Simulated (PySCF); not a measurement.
C5H12N2OSi.
SMILES: `[C@@H]1(NC(C)=O)CN[SiH2]C1`

The closed-shell ground state was solved at several levels (PySCF, density fitting, gas phase, non-relativistic). Geometry: PBE0-D3(BJ)/def2-SVP, one conformer, isolated molecule.

```json
{"level": "PBE/pcSseg-1", "basis functions": "220", "HOMO (eV)": "-5.47", "LUMO (eV)": "-0.27", "gap (eV)": "5.20", "dipole (D)": "3.60"}
{"level": "PBE0/pcSseg-1", "basis functions": "220", "HOMO (eV)": "-6.83", "LUMO (eV)": "0.65", "gap (eV)": "7.48", "dipole (D)": "3.69"}
```

Problem. Estimate the row for PBE0/def2-SVPD, a basis of 283 functions; the other rows only guide the guess.

Solution. HOMO -6.90 eV, LUMO 0.23 eV, gap 7.13 eV, dipole 3.77 D.

Problem. Over all these levels, which gives the widest orbital gap and which the narrowest?

Solution. PBE0/pcSseg-1 (global hybrid, 25 % exact exchange) has the widest, 7.48 eV, and PBE/pcSseg-1 (GGA) the narrowest, 5.20 eV. The two share the basis. From the narrowest to the widest the HOMO moves by -1.36 eV and the LUMO by +0.92 eV.

Problem. How far do the dipole and the HOMO energy spread over the levels?

Solution. The dipole runs from 3.60 to 3.77 D (mean 3.69 D) and the HOMO from -6.90 to -5.47 eV.
